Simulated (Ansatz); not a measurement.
Geometry optimisation, Ansatz, RKS PBE/def2-SVP.

The input (input.yaml):

```yaml
crystal:
  periodic: [false, false, false]
  atoms:
    - { symbol: Al, position_ang: [0.0, 0.0, 0.0] }
    - { symbol: C, position_ang: [0.0, 0.0, 2.32] }
    - { symbol: H, position_ang: [-0.9996, -0.3092, 2.6905] }
    - { symbol: H, position_ang: [0.7676, -0.7111, 2.6905] }
    - { symbol: H, position_ang: [0.232, 1.0203, 2.6905] }
    - { symbol: H, position_ang: [1.351, 0.0, -0.78] }
    - { symbol: H, position_ang: [-1.351, 0.0, -0.78] }
    - { symbol: Br, position_ang: [-0.3471, -2.5482, 0.8545] }
    - { symbol: H, position_ang: [-0.1771, -1.3005, 2.0895] }
basis:
  gaussian: { orbitals: def2-SVP }
hamiltonian:
  xc: pbe
relax:
  f_tol: 0.15
  max_steps: 25
  restrain:
    - { distance: [0, 7], at: 2.41, k: 30.0 }
    - { distance: [8, 1], at: 1.11, k: 30.0 }
    - { distance: [0, 1], at: 3.17, k: 30.0 }
    - { distance: [8, 7], at: 2.75, k: 30.0 }
```

Launched with:

```bash
$ ansatz run input.yaml --threads 2 --pin off --max-ram 3072MiB --backend cpu --events-out ev --progress --plain --runs-dir out
```

Problem. Where does it end, and by what steps?

Solution. It converged. The restraints hold the end off the free minimum; the threshold counts their pulls, which the force column leaves out. Restrained pairs: Al1–Br8 (2.71 → 2.38 Å), C2–H9 (1.33 → 1.11 Å), Al1–C2 (2.32 → 3.17 Å), Br8–H9 (1.76 → 2.76 Å). After 8 steps the energy has fallen by 2.796 eV (the restraints' own energy left out); Br8 moved furthest, 0.94 Å.

```tsv
step	energy less start (eV)	largest force component (eV/Å)	accepted
0	0.0000	1.878	yes
1	0.8665	2.536	yes
2	1.2504	3.409	yes
3	0.4132	4.258	yes
4	-1.2801	3.039	yes
5	-2.2972	2.452	yes
6	-2.7168	0.823	yes
7	-2.7795	1.175	yes
8	-2.7961	0.942	yes
```

```xyz
9
Properties=species:S:1:pos:R:3
Al -0.069 -0.548 -0.449
C -0.031 -0.133 2.689
H -0.958 -0.089 3.291
H 0.835 -0.382 3.329
H 0.143 0.851 2.212
H 1.410 0.010 -0.594
H -1.413 0.277 -0.625
Br -0.296 -2.877 -0.025
H -0.144 -0.957 1.947
```

Run time: 12 s on 2 threads of Arm Neoverse V2, on a shared host, peak memory 0.13 GiB.
